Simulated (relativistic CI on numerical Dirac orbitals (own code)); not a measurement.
## Transition arrays of Er23+

Method of calculation: Dirac-Coulomb-Breit CI, KLI orbitals optimised for each configuration, a model potential for QED, valence Slater integrals scaled by 0.9, whole transition arrays (own radial code, finite nucleus).

Configurations in the expansion (outside the closed core [Ar] 3d10 4s2): 4p6 4d9, 4p6 4d8 4f, 4p5 4d10, 4p6 4d8 5p, 4p6 4d8 5f. Levels of other configurations are missing.

All E1 lines from the levels of 4p6 4d9; mean and standard deviation are weighted by gf, and upper levels are sorted by their leading configuration.

```csv
Upper configuration,Lines,Σgf,Mean (eV),Mean (nm),σ (eV),Strongest line (nm)
4p6 4d8 4f,81,66.5,210.09,5.902,4.58,5.859
4p5 4d10,3,5.4,218.43,5.676,15.82,5.585
4p6 4d8 5p,60,8.7,308.46,4.019,4.96,4.068
4p6 4d8 5f,81,15.1,443.41,2.796,5.05,2.820
```

Σgf per state of the lower configuration in bins of 0.1 nm over the central range (centre: value): 2.75: 0.69, 2.85: 0.81, 3.85: 0.05, 3.95: 0.27, 4.05: 0.49, 4.15: 0.05, 5.55: 0.51, 5.85: 4.35, 5.95: 2.20.

Task: How do configuration mixing and the scaling of the Slater integrals move the arrays?

Result: Slater scale 0.9, no configuration mixing: 4p6 4d8 4f 208.7 ± 5.9 eV (Σgf 64.7), 4p5 4d10 176.0 ± 20.2 eV (Σgf 4.3), 4p6 4d8 5p 308.7 ± 4.9 eV (Σgf 10.1), 4p6 4d8 5f 443.4 ± 5.1 eV (Σgf 15.8); Slater scale 1: 4p6 4d8 4f 214.2 ± 4.6 eV (Σgf 67.9), 4p5 4d10 222.3 ± 16.0 eV (Σgf 5.5), 4p6 4d8 5p 308.6 ± 5.1 eV (Σgf 8.5), 4p6 4d8 5f 443.5 ± 5.2 eV (Σgf 15.1); Slater scale 0.8: 4p6 4d8 4f 206.0 ± 4.6 eV (Σgf 65.1), 4p5 4d10 214.6 ± 15.7 eV (Σgf 5.2), 4p6 4d8 5p 308.4 ± 4.9 eV (Σgf 8.9), 4p6 4d8 5f 443.3 ± 5.0 eV (Σgf 15.1). With mixing, levels are counted to their leading configuration, so an array can shrink or vanish into another, and the sums then hold other lines.
